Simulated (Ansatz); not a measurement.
A made-up structure of SiH2TeF (charge +1), singlet:

F1  (-0.053, -2.237, -0.800)
Si2  (-0.323, -0.634, -0.179)
Te3  (1.763, 0.979, 0.084)
H4  (-1.902, -0.318, 0.176)
H5  (0.514, 2.211, 0.719)
(Å)

It is relaxed with PBE-D4/def2-SVP and then PBE0-D4/def2-TZVP (Ansatz 0.2.0). Atoms count as bonded within 1.22 times the sum of their covalent radii (H–H: 0.88 Å). The end point is not checked to be a true minimum.

Does its bonding change? (Judge from chemistry; the calculation decides.)

By the calculation: No: no bond forms or breaks.

Where it ends: The first stage lowers the energy by 0.96 eV in 7 steps. It ends as SiH₂TeF ([F][SiH][TeH]), total charge +1:
F1  (-0.049, -1.998, -0.714)
Si2  (-0.288, -0.566, -0.160)
Te3  (1.575, 0.873, 0.074)
H4  (-1.697, -0.283, 0.158)
H5  (0.459, 1.973, 0.642)
(Å)

Labels in which every atom is bracketed show which atoms are joined, not bond orders.

For scale, one of the runs: PBE0-D4/def2-TZVP relaxation, 130 basis functions, launched by `ansatz run in.yaml --threads 2 --pin off --events-out ev --progress --plain --max-ram 4352MiB`. Hardware: 2 CPU threads of an Arm Neoverse V1, shared host. Wall time about 20 s.
